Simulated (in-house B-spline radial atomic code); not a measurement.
Radial electron density of Pm²⁺, [Kr] 4d10 4f5 5s2 5p5 7g1. Level of theory: Dirac-Hartree-Fock, average of configuration, Fermi nucleus of rms radius 4.962 fm; calculated with a radial B-spline atomic code at the basis-set limit.

Columns: r (bohr), 4πr²n(r) (electrons per bohr), bar.

```
0.000936    3.065 #
 0.00122    4.762 ##
 0.00158    7.245 ###
 0.00206    10.99 #####
 0.00267    16.24 #######
 0.00347    23.55 ##########
 0.00452    33.27 ##############
 0.00587    45.09 ###################
 0.00763    58.28 #########################
 0.00992    70.86 ##############################
  0.0129    79.87 ##################################
  0.0168     82.5 ###################################
  0.0218    78.63 #################################
  0.0283    73.13 ###############################
  0.0368    74.62 ################################
  0.0478    87.69 #####################################
  0.0622    103.5 ############################################
  0.0808      104 ############################################
   0.105    87.65 #####################################
   0.137    79.19 #################################
   0.178    90.22 ######################################
   0.231    87.81 #####################################
     0.3     56.3 ########################
    0.39    36.06 ###############
   0.507    41.91 ##################
   0.659     38.8 ################
   0.856    22.37 #########
    1.11    12.15 #####
    1.45    8.226 ###
    1.88    4.527 ##
    2.44    1.464 #
    3.18   0.2377 
    4.13  0.03082 
    5.37  0.03004 
    6.98  0.02253 
    9.07 0.0001337 
    11.8  0.03656 
    15.3 0.009586 
    19.9  0.04181 
    25.9   0.0664 
    33.7 0.008322 
    43.8 9.945e-05 
    56.9 7.468e-08 
    73.9 1.82e-12
```

On this grid the curve has 6 maxima, near 0.0168, 0.0808, 0.178, 0.507, 11.8, 25.9 bohr.

The 7g9/2 radial function P(r) = rR(r), positive near the nucleus, with its small component Q(r) (sign convention: Q ≈ (P' + κP/r)/2c):

```tsv
r (bohr)	P	Q
0.659	0.0005011	-5.869e-06
1.11	0.002364	-1.481e-05
1.88	0.01268	-4.34e-05
3.18	0.06362	-0.000166
5.37	0.1721	-0.0005033
9.07	-0.01158	-0.0003064
15.3	-0.09789	0.0003568
25.9	0.2577	-0.000246
43.8	0.009971	-1.322e-05
```
